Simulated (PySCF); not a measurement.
PySCF input file for Al(GeH3)(H)(Me) (CH7AlGe), SMILES [CH3][AlH][GeH3], IEF-PCM-B3LYP/def2-SVP. Geometry: PBE-D3(BJ)/def2-SVP. The structure was generated by enumeration; whether it is a known compound was not checked.

```python
import numpy as np
from pyscf import gto, scf, dft
from pyscf.solvent import pcm

mol = gto.M(
    atom='''
    Al   -1.25846757    0.29739655   -0.43656965
    Ge    0.85330184   -0.64141419    0.48503195
    H     1.25334812   -1.97975346   -0.20642169
    H     2.08349105    0.30333875    0.35094087
    H     0.72961908   -0.98251618    2.00103318
    H    -2.58360506   -0.60927585   -0.36981988
    C    -1.36451160    2.09169408   -1.23446900
    H    -2.11582491    2.70959433   -0.69515819
    H    -1.72261144    2.02511000   -2.28540913
    H    -0.40292798    2.64243661   -1.23396798
    ''',
    basis='def2-SVP',
    charge=0,
    spin=0,
    max_memory=1600,
    verbose=3,
)
mf = dft.RKS(mol, xc='b3lyp').density_fit(auxbasis='def2-universal-jkfit')
mf.grids.level = 3
mf.conv_tol = 1e-9
mf.max_cycle = 100
mf.kernel()
res = {}
for name, eps in {'water': 78.355, 'chlorobenzene': 5.6968, 'tetrahydrofuran': 7.4257}.items():
    s = mf.PCM()
    s.with_solvent.method, s.with_solvent.eps, s.with_solvent.lebedev_order = 'IEF-PCM', eps, 29
    s.kernel(mf.make_rdm1())
    res[name] = (s.e_tot, eps, s.dip_moment(), s.mo_energy, s.converged)
    print(f'{name}: electrostatic solvation free energy {(s.e_tot - mf.e_tot) * 627.509474:.3f} kcal/mol')
```

Output:

```
converged SCF energy = -2361.44386026181

WARN: PCM is an experimental feature. It is still in testing.
Features and APIs may be changed in the future.

converged SCF energy = -2361.4504089316
Dipole moment(X, Y, Z, Debye): -0.88560,  1.35736, -0.80614
water: electrostatic solvation free energy -4.109 kcal/mol

WARN: PCM is an experimental feature. It is still in testing.
Features and APIs may be changed in the future.

converged SCF energy = -2361.44867833294
Dipole moment(X, Y, Z, Debye): -0.82682,  1.26617, -0.75165
chlorobenzene: electrostatic solvation free energy -3.023 kcal/mol

WARN: PCM is an experimental feature. It is still in testing.
Features and APIs may be changed in the future.

converged SCF energy = -2361.44907205969
Dipole moment(X, Y, Z, Debye): -0.84068,  1.28681, -0.76410
tetrahydrofuran: electrostatic solvation free energy -3.270 kcal/mol
```

The calculation finished and met its thresholds.

Cost: very roughly 100 core-seconds.
